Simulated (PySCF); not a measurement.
A PySCF script (with the pyscf-properties extension) for the NMR shieldings of `S(C(C)(C)CF)(=O)(=O)Cl`, C4H8ClFO2S, on a GFN2-xTB geometry:

```python
import basis_set_exchange as bse
import numpy as np
from pyscf import gto, dft
from pyscf.prop import nmr

atoms = """
C    -0.823631    1.229434   -0.501245
C    -0.159747   -0.043915   -0.034477
C    -0.691001   -0.604234    1.263123
C    -0.069862   -1.094885   -1.132612
F    -1.325869   -1.522194   -1.481299
S     1.611324    0.348817    0.238362
O     2.296857   -0.777754    0.784999
O     2.166000    0.984691   -0.913102
Cl    1.536032    1.752842    1.700674
H    -0.243086    1.670980   -1.308933
H    -0.891174    1.946951    0.313238
H    -1.827214    1.015509   -0.866077
H    -1.678612   -1.035779    1.106385
H    -0.764063    0.176598    2.016608
H    -0.022175   -1.381139    1.628506
H     0.392532   -0.681456   -2.033918
H     0.486691   -1.972437   -0.790142
"""
names = dict.fromkeys(["C", "F", "S", "O", "Cl", "H"], "pcSseg-1")
basis = {el: gto.basis.parse(bse.get_basis(n, elements=[el], fmt="nwchem")) for el, n in names.items()}
mol = gto.M(atom=atoms, basis=basis, charge=0, verbose=0)
mf = dft.RKS(mol, xc="PBE0")
mf.grids.level = 2
mf.grids.alignment = dft.numint.BLKSIZE   # the property module wants whole blocks of grid points
mf.conv_tol = 1e-9
mf.kernel()

calc = nmr.RKS(mf)   # GIAO
C = mf.mo_coeff
Co = C[:, mf.mo_occ > 0]
resp = mf.gen_response(singlet=True, hermi=2)
def vind(x):   # induced exchange potential for any number of trial vectors
    d = np.einsum("pi,xij,qj->xpq", C, 2 * x.reshape(-1, C.shape[1], Co.shape[1]), Co, optimize=True)
    return np.einsum("xpq,pi,qj->xij", resp(d - d.transpose(0, 2, 1)), C, Co, optimize=True).ravel()
mo1, _ = nmr.rhf.solve_mo1(calc, with_cphf=vind)
sigma = calc.kernel(mo1)
for i, s in enumerate(sigma):   # ppm
    print("%2d %-2s %9.2f" % (i, mol.atom_pure_symbol(i), np.trace(s) / 3))
```

Q: Give the expected output.

A: 
```
 0 C     167.08
 1 C     106.32
 2 C     167.10
 3 C     100.75
 4 F     439.76
 5 S     130.56
 6 O      52.59
 7 O      52.59
 8 Cl    434.59
 9 H      29.82
10 H      30.19
11 H      29.91
12 H      29.90
13 H      30.19
14 H      29.82
15 H      26.85
16 H      26.85
```

These numbers come from an equivalent density-fitted implementation of the same equations, which agrees with the script to about 0.01 ppm for H and up to a few tenths of a ppm for heavy atoms, so last digits may differ.

Q: Turn these shieldings into chemical shifts. References, each an isolated molecule treated in the same way: ¹³C (σref 186.93) and ¹H (σref 31.72) vs TMS; CFCl3 for ¹⁹F (σref 170.95); ³³S (σref 503.73) vs CS2; ¹⁷O (σref 336.08) vs H2O; HCl for ³⁵Cl (σref 949.78).

A: Averaging equivalent atoms: C 3: 86.2; C 1: 80.6; C 0/2: 19.8; F 4: -268.8; S 5: 373; O 6/7: 283.5; Cl 8: 515; H 15/16: 4.87; H 9/10/11/12/13/14: 1.75 ppm. Unscaled 19F shifts against computed CFCl3 carry errors that often reach 10 to 50 ppm. Unscaled 17O shifts of doubly bonded oxygen tend to come out too high, by tens of ppm or more. Experimental scales use liquid or dissolved standards, which lie at an offset from isolated H2O (liquid H2O: subtract about 36 ppm).

Size and cost of the density-fitted run: 207 basis functions, about 2.4 core-minutes.
